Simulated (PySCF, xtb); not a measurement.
diselenium (Se₂), SMILES [Se]=[Se] (connectivity only; charge and spin as stated), neutral, multiplicity 3.

Harmonic wavenumbers (cm⁻¹) from xtb with GFN2-xTB at its own minimum, in rising order: 365.

Q: What does B3LYP-D3(BJ)/def2-TZVP (PySCF 2.14.0) give at its own minimum? (The exact figures need the calculation; the answer reports its results.)

A: 385. Paired by order, the mean absolute difference is 20 cm⁻¹ and the zero-point energies are 0.5 and 0.6 kcal/mol.
